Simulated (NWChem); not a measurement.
# C2H2ClF; SMILES F/C=C\Cl

```xyz
6

F      0.7307     1.6418     0.0000
C     -0.5326     1.2045     0.0000
C     -0.8623    -0.0829     0.0000
Cl     0.3080    -1.3650     0.0000
H     -1.2691     2.0021     0.0000
H     -1.8979    -0.3972     0.0000
```
Atoms are numbered in this order, from 1.

The geometry was optimised at B3LYP/6-31G* (spherical d).

**Question.** Give the principal values of the shielding tensors (ppm) of F1, C2, C3, Cl4 from KT2/pcSseg-1, GIAO (NWChem), with their diamagnetic and paramagnetic parts as GIAO splits them.

**Answer.** 
```csv
atom,σ11,σ22,σ33,isotropic,diamagnetic,paramagnetic
F1,175.1,240.8,410.3,275.4,475.7,-200.2
C2,-54.1,71.0,82.3,33.1,251.1,-218.0
C3,4.0,102.3,125.2,77.2,257.7,-180.5
Cl4,560.9,854.6,939.6,785.0,1148.0,-363.0
```
